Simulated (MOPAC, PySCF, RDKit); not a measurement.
Dimer: NH3 (SMILES N) (first 4 atoms) with CHN (SMILES C#N); geometry from B3LYP-D3(BJ)/def2-TZVP, rigid monomers moved along the line of their centres of mass till N1···H7 is 2.38 Å.
(charge 0, multiplicity 1):
| atom | x (Å) | y (Å) | z (Å) |
|---|---|---|---|
| N | -0.3143 | 0.0262 | 0.0127 |
| H | -1.1880 | 0.4366 | -0.2992 |
| H | 0.4363 | 0.5891 | -0.3731 |
| H | -0.2471 | -0.8937 | -0.4094 |
| C | -0.1405 | -0.1315 | 3.4741 |
| N | -0.0844 | -0.1824 | 4.6193 |
| H | -0.1940 | -0.0832 | 2.3901 |

Counterpoise-corrected where a basis set is named; no monomer relaxation. Rows marked so take none. RDKit's UFF carries no charges.

Rows in 3-21G carry no dispersion term and start afresh at each structure. The state that PM6, PM7 reach isn't checked; PM7 holds dispersion and hydrogen-bond terms.

The values were computed with MOPAC for PM6, PM7 (differences of heats of formation); PySCF for 3-21G rows; RDKit for the force fields. Values without a source in brackets are computed.

Task: One of these levels gives -4.68 kcal/mol for the interaction energy. Name it.
(A) PM6
(B) UFF
(C) HF/3-21G (no counterpoise)
(D) PM7

Result: D, PM7. The others give 1.22 (UFF), -3.87 (PM6), -10.75 (HF/3-21G (no counterpoise))
